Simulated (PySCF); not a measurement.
Molecule: CH2Cl3Sn, net charge 0, doublet state. It need not be the lowest isomer of its formula. SMILES: [Cl][Sn]([CH2])([Cl])[Cl]
Structure (B3LYP-D3(BJ)/def2-TZVP (Ansatz) minimum search):
```
Sn
C 1 2.0942
H 2 1.0816 1 120.70
H 2 1.0816 3 119.05 1 -179.84
Cl 1 2.3253 2 110.68 3 164.30
Cl 1 2.3268 2 111.65 3 43.73
Cl 1 2.3286 2 112.75 3 -75.77
```
Charge 0, spin multiplicity 2.

Dispersion corrections to the total energy (kcal/mol) from the dftd3 and dftd4 libraries through PySCF: D3(BJ) without and D4 with the three-body term, each with the damping fitted for the functional named.

| functional | D3(BJ) | D4 |
|---|---|---|
| HF | -38.56 | -16.36 |
| TPSS | ? | -7.76 |
| revPBE | -11.63 | -12.83 |
| LC-wPBE | -6.16 | ? |
| BHLYP | ? | -8.89 |
| BP86 | -10.71 | -8.50 |
| B2PLYP | -5.68 | -4.09 |

Problem. Fill in the missing entries.

Solution. 
- TPSS, D3(BJ): -7.18
- LC-wPBE, D4: -6.64
- BHLYP, D3(BJ): -9.46
